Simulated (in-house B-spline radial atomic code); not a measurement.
Settings and results of a run for neutral gallium. Method: scalar-relativistic (X2C) LDA exchange-only, spin-polarised, spherical fractional occupations, Fermi nucleus of rms radius 3.9973 fm. Calculated with a radial B-spline atomic code at the basis-set limit.

Command:
```bash
python run_scf.py task.json out
```
Settings (nuclear radius in fm, mass in u):
```
Z                31
configuration    [Ar] 3d10 4s2 4p1
hamiltonian      x2c
method           lda,
spin_polarised   True
nucleus          fermi
rms_radius       3.9973
atomic_mass      68.92557
speed_of_light   137.035999084
```

Output (hartree, bohr):
```
 radial grid: 78 intervals, B-splines of order 8, outer radius 50 bohr

 iter        energy (Eh)    residual
    1       -1937.447513    2.75e-01
    2       -1937.845195    8.61e-02
    3       -1937.965686    3.36e-02
    4       -1937.994446    1.95e-02
    5       -1937.963459    3.69e-02
    6       -1938.003758    5.51e-03
    7       -1938.004692    7.13e-05
    8       -1938.004692    2.65e-05
    9       -1938.004692    2.68e-06
   10       -1938.004692    3.45e-08

 total energy                     -1938.00469
 kinetic                            1977.3537
 electron-nucleus                  -4683.8163
 Hartree                             838.4958
 exchange-correlation                -70.0379

 orbital      occ     eigenvalue          <r>       <r^2>       <1/r>       r_max
 1s up      1.000      -374.7463    0.0483021  0.00315124     31.8383     0.03141
 1s down    1.000      -374.7456     0.048302  0.00315124     31.8383     0.03141
 2s up      1.000       -46.1995     0.217989   0.0561211     6.92743      0.1827
 2s down    1.000       -46.1997      0.21799   0.0561215     6.92738      0.1827
 2p up      3.000       -40.2591     0.190813   0.0446506      6.7181      0.1463
 2p down    3.000       -40.2589     0.190815   0.0446514     6.71804      0.1463
 3s up      1.000        -5.3583     0.653354    0.493492     2.19863      0.5653
 3s down    1.000        -5.3581     0.653258    0.493302     2.19884      0.5653
 3p up      3.000        -3.5685     0.680457    0.547028     2.03261      0.5669
 3p down    3.000        -3.5681     0.680209    0.546508     2.03308      0.5669
 3d up      5.000        -0.6620     0.816203    0.878698     1.64388      0.5313
 3d down    5.000        -0.6594     0.811272    0.864385     1.64894      0.5311
 4s up      1.000        -0.3118      2.36974      6.5568    0.554473       1.902
 4s down    1.000        -0.2805      2.32914     6.33116     0.56524       1.877
 4p up      1.000        -0.0842      3.52404     15.0896    0.373828       2.594
```

Run time, properties included: 0.45 s on 1 thread of Intel(R) Xeon(R) 6975P-C, on a shared host.

One-electron X2C: radii and densities carry no picture-change correction, so inner-shell <1/r> comes out high (for 1s by about 2 % at Z = 33, 5 % at 54, 10 % at 75, 30 % at 118) and <r> low.
